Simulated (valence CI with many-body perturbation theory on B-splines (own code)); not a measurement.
Values are calculated unless marked as measured or tabulated.
## Level structure of Cu23+

Method: configuration interaction combined with many-body perturbation theory (CI+MBPT): four valence electrons over a frozen Dirac-Fock core [He], a basis of 11 s, 11 p, 10 d, 8 f, 5 g, 2 h functions for each j, with the one-electron correlation potential Σ1 (screened to all orders), the two-electron term Σ2, the three-electron term Σ3, Breit, model QED; selected single and double excitations, second order for the rest, scaled by the run's own slope (own B-spline code, finite nucleus).

No measured spectrum was set against this ion. As an estimate, levels of excited configurations hold to 0.05 to 0.15 % of their energy, terms of the ground configuration to about 0.5 %. Among the levels kept, up to 1000 cm⁻¹ of a level comes from second order outside the variational space, and about a tenth of that is noise between levels of different J, which matters for small intervals.

Levels 1 to 45 of 197, with energies above the lowest level, 2s²2p² ³P_0. "Leading %" is the weight of the configuration and term that name the level; weights of strongly mixed levels are sums over their largest components and can fall short, so below about 35 % the name and the second component can differ from the true leading terms, or belong to a minority configuration.

```tsv
No.	Configuration	Term	J	E (Ry)	Leading %	Second component	g
1	2s²2p²	³P	0	0.000	86	13 % 2s²2p² ¹S	
2	2s²2p²	³P	1	1.203	99		1.497
3	2s²2p²	³P	2	1.717	65	34 % 2s²2p² ¹D	1.322
4	2s²2p²	¹D	2	3.404	65	34 % 2s²2p² ³P	1.169
5	2s²2p²	¹S	0	4.743	84	13 % 2s²2p² ³P	
6	2s2p³	⁵S°	2	5.854	93	7 % 2s2p³ ³P°	1.957
7	2s2p³	³D°	1	8.734	76	18 % 2s2p³ ³P°	0.720
8	2s2p³	³D°	2	8.826	76	20 % 2s2p³ ³P°	1.258
9	2s2p³	³D°	3	9.284	100		1.329
10	2s2p³	³P°	0	10.462	100		
11	2s2p³	³P°	1	10.616	73	19 % 2s2p³ ³D°	1.338
12	2s2p³	³P°	2	10.902	59	22 % 2s2p³ ³D°	1.359
13	2s2p³	³S°	1	12.181	70	22 % 2s2p³ ¹P°	1.724
14	2s2p³	¹D°	2	12.810	83	15 % 2s2p³ ³P°	1.077
15	2s2p³	¹P°	1	14.347	73	22 % 2s2p³ ³S°	1.201
16	2p⁴	³P	2	18.075	85	14 % 2p⁴ ¹D	1.424
17	2p⁴	³P	0	19.209	76	22 % 2p⁴ ¹S	
18	2p⁴	³P	1	19.522	99		1.497
19	2p⁴	¹D	2	20.288	85	14 % 2p⁴ ³P	1.067
20	2p⁴	¹S	0	22.957	74	23 % 2p⁴ ³P	
21	2s²2p3s	³P°	0	90.112	97		
22	2s²2p3s	³P°	1	90.206	72	25 % 2s²2p3s ¹P°	1.368
23	2s²2p3s	³P°	2	91.837	96		1.497
24	2s²2p3p	³D	1	91.983	68	26 % 2s²2p3p ¹P	0.680
25	2s²2p3s	¹P°	1	92.077	72	25 % 2s²2p3s ³P°	1.123
26	2s²2p3p	³P	1	92.727	33	28 % 2s²2p3p ³S	1.399
27	2s²2p3p	³D	2	92.785	74	12 % 2s²2p3p ¹D	1.179
28	2s²2p3p	³P	0	92.795	79	14 % 2s²2p3p ¹S	
29	2s²2p3p	³P	1	93.993	47	32 % 2s²2p3p ¹P	1.213
30	2s²2p3p	³P	2	94.214	52	21 % 2s²2p3p ³D	1.318
31	2s²2p3p	³D	3	94.218	96		1.331
32	2s²2p3p	³S	1	94.278	62	20 % 2s²2p3p ¹P	1.725
33	2s²2p3d	³F°	2	94.584	74	20 % 2s²2p3d ¹D°	0.754
34	2s2p²3s	⁵P	1	94.704	87	5 % 2s2p²3s ³S	2.398
35	2s²2p3p	¹D	2	94.956	64	28 % 2s²2p3p ³P	1.165
36	2s²2p3d	³F°	3	95.061	68	18 % 2s²2p3d ³D°	1.116
37	2s²2p3d	³P°	2	95.092	39	31 % 2s²2p3d ³D°	1.233
38	2s²2p3d	³D°	1	95.237	61	18 % 2s²2p3d ¹P°	0.778
39	2s2p²3s	³P	0	95.410	52	42 % 2s²2p3p ¹S	
40	2s2p²3s	⁵P	2	95.534	95		1.812
41	2s²2p3p	¹S	0	95.891	42	36 % 2s2p²3s ³P	
42	2s2p²3s	⁵P	3	96.203	89	9 % 2s2p²3s ³D	1.630
43	2s²2p3d	³F°	4	96.415	97		1.248
44	2s2p²3s	³P	1	96.429	86	6 % 2s²2p3p ³P	1.526
45	2s²2p3d	¹D°	2	96.447	49	24 % 2s²2p3d ³D°	1.010
```

Names give the largest LS component (configuration and term), which can be under half, so a name can repeat, a term be missing and a line seem to break the LS rules; names also repeat where a configuration has a term twice.

The ionisation energy to 2s²2p ²P°1/2 of the next ion comes out as 2182.5 eV (NIST: 2179.4 ± 1.5 eV (semi-empirical)). All 197 levels together are meant to be complete up to 110.187 Ry.
